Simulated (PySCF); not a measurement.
**As: electron affinity**

As⁻ [Ar] 3d10 4s2 4p4 [4p1/2^2 4p3/2^2, M_J = 2] → As [Ar] 3d10 4s2 4p3 [4p1/2^2 4p3/2^1, M_J = 3/2], as a difference of total energies. All numbers are calculated (PySCF 2.14, the two-component X2C-1e Hamiltonian, in x2c-SVPall-2c with one added diffuse shell each of s, p, d type (6s7p4d, 47 functions)). Correlated levels: [Ne] frozen. "Screened" scales the spin-orbit matrix elements by Boettger's factors to mimic the two-electron term; Breit and QED terms are absent.

| method | electron affinity (eV) |
| --- | --- |
| GHF (spin-free) | -0.384 |
| GMP2 (spin-free) | 0.306 |
| GHF (screened spin-orbit) | -0.326 |
| GMP2 (screened spin-orbit) | 0.366 |

The spin-free rows relax to the high-spin LS determinant and lack the spin-orbit shift.

Errors of the correlated levels include the incompleteness of this basis and the frozen core.

The labels give the starting determinants; with spin-orbit coupling the two ends relaxed to ⟨J²⟩ = 6.04, ⟨L²⟩ = 2.04, ⟨S²⟩ = 2.01 and ⟨J²⟩ = 3.75, ⟨L²⟩ = 0.01, ⟨S²⟩ = 3.74.

A negative affinity means that the anion lies above the atom at that level of theory.

For comparison: 0.804 eV (measured; photodetachment measurements, as compiled on the Wikipedia data page of electron affinities).
